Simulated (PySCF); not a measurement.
1-methylsulfanylbut-2-yne (C5H8S), SMILES CC#CCSC. Atoms are numbered in the order given.

```xyz
14

C      3.4854    -0.3913    -1.0162
C      2.0780    -0.0511    -0.8409
C      0.9088     0.2349    -0.6986
C     -0.4955     0.5579    -0.5016
S     -1.1748    -0.3462     0.9560
C     -2.8770     0.2894     0.8843
H      3.6050    -1.4194    -1.3958
H      4.0344    -0.3202    -0.0628
H      3.9737     0.2889    -1.7336
H     -1.0862     0.2845    -1.3932
H     -0.6257     1.6417    -0.3366
H     -3.3715     0.0139    -0.0606
H     -2.9049     1.3837     1.0073
H     -3.4264    -0.1725     1.7169
```
Charge 0, spin multiplicity 1.

Geometry optimised at B3LYP-D3(BJ)/def2-SVP. Other conformers were not sampled.

Level of theory: B3LYP-D3(BJ)/def2-SVP run with PySCF.

Frequencies are harmonic and unscaled.

A small imaginary wavenumber (i) marks a very flat motion, where grid noise or a shallow saddle decides the sign.

Problem. Estimate the vibrational spectrum. (Estimate from the structure and the level; the computed values follow.)

Solution. 
```json
[
 {"mode": "1", "ν (cm⁻¹)": "19i", "IR (km/mol)": "0.1", "moving atoms (share of kinetic energy)": "H 94 %"},
 {"mode": "2", "ν (cm⁻¹)": "54", "IR (km/mol)": "1.8", "moving atoms (share of kinetic energy)": "C 60 %, H 25 %, S 15 %"},
 {"mode": "3", "ν (cm⁻¹)": "88", "IR (km/mol)": "2.7", "moving atoms (share of kinetic energy)": "C 62 %, H 20 %, S 18 %"},
 {"mode": "4", "ν (cm⁻¹)": "176", "IR (km/mol)": "0.0", "moving atoms (share of kinetic energy)": "H 93 %"},
 {"mode": "5", "ν (cm⁻¹)": "210", "IR (km/mol)": "10.2", "moving atoms (share of kinetic energy)": "C 65 %, H 34 %"},
 {"mode": "6", "ν (cm⁻¹)": "226", "IR (km/mol)": "1.6", "moving atoms (share of kinetic energy)": "C 53 %, H 25 %, S 22 %"},
 {"mode": "7", "ν (cm⁻¹)": "292", "IR (km/mol)": "2.3", "moving atoms (share of kinetic energy)": "C 70 %, H 17 %, S 14 %"},
 {"mode": "8", "ν (cm⁻¹)": "402", "IR (km/mol)": "0.0", "moving atoms (share of kinetic energy)": "C 80 %, H 19 %"},
 {"mode": "9", "ν (cm⁻¹)": "464", "IR (km/mol)": "0.0", "moving atoms (share of kinetic energy)": "C 82 %, S 11 %"},
 {"mode": "10", "ν (cm⁻¹)": "715", "IR (km/mol)": "3.8", "moving atoms (share of kinetic energy)": "C 57 %, S 29 %, H 14 %"},
 {"mode": "11", "ν (cm⁻¹)": "734", "IR (km/mol)": "1.8", "moving atoms (share of kinetic energy)": "C 69 %, S 18 %, H 12 %"},
 {"mode": "12", "ν (cm⁻¹)": "772", "IR (km/mol)": "1.9", "moving atoms (share of kinetic energy)": "C 75 %, H 21 %"},
 {"mode": "13", "ν (cm⁻¹)": "883", "IR (km/mol)": "0.2", "moving atoms (share of kinetic energy)": "H 68 %, C 31 %"},
 {"mode": "14", "ν (cm⁻¹)": "966", "IR (km/mol)": "3.6", "moving atoms (share of kinetic energy)": "H 81 %, C 16 %"},
 {"mode": "15", "ν (cm⁻¹)": "975", "IR (km/mol)": "4.1", "moving atoms (share of kinetic energy)": "H 72 %, C 23 %"},
 {"mode": "16", "ν (cm⁻¹)": "1036", "IR (km/mol)": "2.6", "moving atoms (share of kinetic energy)": "H 68 %, C 32 %"},
 {"mode": "17", "ν (cm⁻¹)": "1037", "IR (km/mol)": "2.3", "moving atoms (share of kinetic energy)": "H 69 %, C 31 %"},
 {"mode": "18", "ν (cm⁻¹)": "1158", "IR (km/mol)": "0.0", "moving atoms (share of kinetic energy)": "H 92 %"},
 {"mode": "19", "ν (cm⁻¹)": "1177", "IR (km/mol)": "6.7", "moving atoms (share of kinetic energy)": "C 58 %, H 42 %"},
 {"mode": "20", "ν (cm⁻¹)": "1263", "IR (km/mol)": "38.4", "moving atoms (share of kinetic energy)": "H 57 %, C 43 %"},
 {"mode": "21", "ν (cm⁻¹)": "1336", "IR (km/mol)": "3.0", "moving atoms (share of kinetic energy)": "H 85 %, C 15 %"},
 {"mode": "22", "ν (cm⁻¹)": "1397", "IR (km/mol)": "5.6", "moving atoms (share of kinetic energy)": "H 74 %, C 26 %"},
 {"mode": "23", "ν (cm⁻¹)": "1440", "IR (km/mol)": "8.4", "moving atoms (share of kinetic energy)": "H 96 %"},
 {"mode": "24", "ν (cm⁻¹)": "1446", "IR (km/mol)": "6.7", "moving atoms (share of kinetic energy)": "H 96 %"},
 {"mode": "25", "ν (cm⁻¹)": "1447", "IR (km/mol)": "0.5", "moving atoms (share of kinetic energy)": "H 89 %, C 11 %"},
 {"mode": "26", "ν (cm⁻¹)": "1448", "IR (km/mol)": "7.2", "moving atoms (share of kinetic energy)": "H 97 %"},
 {"mode": "27", "ν (cm⁻¹)": "1458", "IR (km/mol)": "10.7", "moving atoms (share of kinetic energy)": "H 95 %"},
 {"mode": "28", "ν (cm⁻¹)": "2369", "IR (km/mol)": "4.9", "moving atoms (share of kinetic energy)": "C 100 %"},
 {"mode": "29", "ν (cm⁻¹)": "3015", "IR (km/mol)": "28.7", "moving atoms (share of kinetic energy)": "H 95 %"},
 {"mode": "30", "ν (cm⁻¹)": "3021", "IR (km/mol)": "35.3", "moving atoms (share of kinetic energy)": "H 97 %"},
 {"mode": "31", "ν (cm⁻¹)": "3023", "IR (km/mol)": "19.8", "moving atoms (share of kinetic energy)": "H 97 %"},
 {"mode": "32", "ν (cm⁻¹)": "3063", "IR (km/mol)": "10.3", "moving atoms (share of kinetic energy)": "H 90 %, C 10 %"},
 {"mode": "33", "ν (cm⁻¹)": "3098", "IR (km/mol)": "6.5", "moving atoms (share of kinetic energy)": "H 91 %, C 9 %"},
 {"mode": "34", "ν (cm⁻¹)": "3099", "IR (km/mol)": "6.5", "moving atoms (share of kinetic energy)": "H 91 %, C 9 %"},
 {"mode": "35", "ν (cm⁻¹)": "3113", "IR (km/mol)": "14.4", "moving atoms (share of kinetic energy)": "H 90 %, C 10 %"},
 {"mode": "36", "ν (cm⁻¹)": "3143", "IR (km/mol)": "4.6", "moving atoms (share of kinetic energy)": "H 90 %, C 10 %"}
]
```
